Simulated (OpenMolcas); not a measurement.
Pt4+ in a point-charge field

Pt4+ among 5 point charges of -1.5 e arranged as a trigonal bipyramid (D3h), 1.83 Å from the ion, with the axial distance 1.702 Å.
```
   1.8300    0.0000    0.0000  -1.50
  -0.9150    1.5848    0.0000  -1.50
  -0.9150   -1.5848    0.0000  -1.50
   0.0000    0.0000    1.7019  -1.50
   0.0000    0.0000   -1.7019  -1.50
```

| Item | Value |
| --- | --- |
| Program | OpenMolcas |
| Method | CASSCF |
| Basis | ANO-RCC-VDZP [7s6p4d2f] |
| Scalar Hamiltonian | DKH2, point nucleus |
| Active space | 6 electrons in 5 orbitals (5d) |
| State averaging | 2S+1 = 5 even, 5 roots; 2S+1 = 3 even, 45 roots; 2S+1 = 1 even, 50 roots |
| Spin-orbit coupling | state interaction with AMFI integrals over the reference wave functions |

The lowest spin-free states (labels of D3, the rotations of D3h), above the lowest:

```tsv
State	Degeneracy	E (cm-1)	Free-ion L (%)
5E	2	0.0	D (100)
5E	2	1577	D (100)
3A2	1	10206	H (58)
3A2	1	10879	F (41)
3A1	1	10917	F (41)
3E	2	13189	H (60)
5A1	1	14577	D (100)
3E	2	19584	H (77)
1E	2	19747	I (60)
1A1	1	20179	G (62)
3A2	1	20453	F (65)
3E	2	21033	H (54)
3E	2	21081	H (100)
1E	2	22166	G (42)
3E	2	22183	P (31)
1A2	1	23992	I (86)
3E	2	24003	F (74)
1A1	1	24081	I (86)
3A2	1	24373	P (71)
3E	2	25248	G (94)
```

The lowest levels with spin-orbit coupling:

```tsv
E (cm-1)	Degeneracy	Label	2S+1	g
0.0	2	E	5 (67 %)	0.00 0.00 11.22
2693	1	A1	5 (85 %)	
2699	1	A2	5 (85 %)	
3560	1	A1	5 (56 %)	
4132	2	E	5 (85 %)	0.00 0.00 5.15
4149	2	E	5 (66 %)	0.00 0.00 2.37
9069	2	E	5 (63 %)	0.00 0.00 2.96
9898	2	E	5 (73 %)	0.00 0.00 4.91
10147	1	A1	5 (60 %)	
10269	1	A1	5 (88 %)	
10275	1	A2	5 (88 %)	
10425	1	A2	5 (89 %)	
11171	2	E	5 (84 %)	0.00 0.00 2.35
13211	1	A2	5 (80 %)	
14854	2	E	3 (58 %)	0.00 0.00 9.97
16313	1	A1	3 (46 %)	
18957	2	E	3 (48 %)	0.00 0.00 2.41
19762	2	E	3 (56 %)	0.00 0.00 6.31
20485	2	E	3 (60 %)	0.00 0.00 3.42
20922	1	A2	3 (90 %)
```

Powder χT (cm3 K/mol): 3.94 at 2 K, 3.94 at 10 K, 3.96 at 50 K, 3.99 at 100 K, 4.05 at 200 K, 4.1 at 300 K. The effective moment at 300 K is 2.828 √(χT) = 5.73 μB.

Spin-orbit coupling mixes the spin-free states strongly: the lowest level takes only 67 % from its leading state, 5E. An orbital doublet at a regular site is open to a Jahn-Teller distortion, which this geometry leaves out. Without dynamic correlation the repulsion within the d shell is too large (B by tens of per cent), so at a given field states of lower spin stand too high. This shell can be high or low spin here, a state of another spin lies low, and with metal d orbitals alone active their balance is uncertain, so the ground spin may be wrong. Point charges give a weaker field than real ligands, and real ions of this kind are as a rule low spin; the high spin found here belongs to the model. Point charges carry no covalency, so the field is a model and not that of real ligands. No measured value stands beside these numbers.

With an even number of electrons the g values are those of a degenerate or nearly degenerate non-Kramers pair.
